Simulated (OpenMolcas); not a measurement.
**neutral indium: thermal populations, the spin-orbit constant, worked from levels**

```
Program             : OpenMolcas
Basis               : ANO-RCC-VQZP [8s7p5d3f2g]
Scalar Hamiltonian  : DKH2, point nucleus
Active space        : 3 electrons in 4 orbitals (5s 5p)
State averaging     : 2S+1 = 4 odd, 1 root (0 in the spin-orbit step); 2S+1 = 2 odd, 3 roots; 2S+1 = 4 even, 3 roots; 2S+1 = 2 even, 5 roots
Spin-orbit coupling : state interaction with AMFI integrals over the reference wave functions, term energies averaged over their components
```

Methods: CASSCF; SS-CASPT2, IPEA 0.25 Eh, imaginary shift 0.1 Eh (closed shells correlated: 4d). Measured levels: NIST Handbook of Basic Atomic Spectroscopic Data.

**Thermal populations.** Z = Σ (2J + 1) exp(-E/kT) with k = 0.695035 cm-1/K, over the levels below. No other level of either list lies under 24300 cm-1, which is above 7 kT at each temperature.

```json
{"Level": "5s² 5p ²P°_1/2", "2J + 1": "2", "SS-CASPT2": "0.0", "measured": "0.0"}
{"Level": "5s² 5p ²P°_3/2", "2J + 1": "4", "SS-CASPT2": "2110", "measured": "2213"}
```

```csv
T (K),"Z, SS-CASPT2","Z, measured levels","Ground level (%), SS-CASPT2","Ground level (%), measured levels"
2000,2.877,2.814,69.5,71.1
3000,3.454,3.384,57.9,59.1
5000,4.180,4.116,47.9,48.6
```

At 5000 K, kT = 3475 cm-1, and the computed levels give Z = 2.000 + 2.180 = 4.180.

**The spin-orbit constant.** For the Hund term ²P° of p1, E(J) = (A/2) J(J+1) + constant and ζ = 2S·A = A. From J = 1/2 to J = 3/2 the energy changes by 1.5 A.

```json
{"Source": "CASSCF", "E(3/2) - E(1/2)": "2110.3", "A": "1406.9", "ζ": "1407"}
{"Source": "SS-CASPT2", "E(3/2) - E(1/2)": "2110.3", "A": "1406.9", "ζ": "1407"}
{"Source": "measured", "E(3/2) - E(1/2)": "2212.6", "A": "1475.1", "ζ": "1475"}
```

All in cm-1. SS-CASPT2 is off by -4.6 % and CASSCF by -4.6 %. Both methods take the spin-orbit matrix elements from the reference wave functions, so the second can move ζ only through the term energies and any multistate remixing.

Some high roots are left out of the spin-orbit mixing, which shifts the levels that they would mix with. Without dynamic correlation excited terms often stand tens of per cent too high (terms of higher spin than the ground term too low), and those without a measured partner can miss by more than the paired ones (holds for CASSCF). Computed and measured levels are paired by configuration, term and J; levels that our copy of the source lacks, or whose pairing is in doubt (as where it misses far off the trend of its configuration), stay unpaired and out of the deviations. Levels of configurations outside the active space are missing.

° marks odd parity.
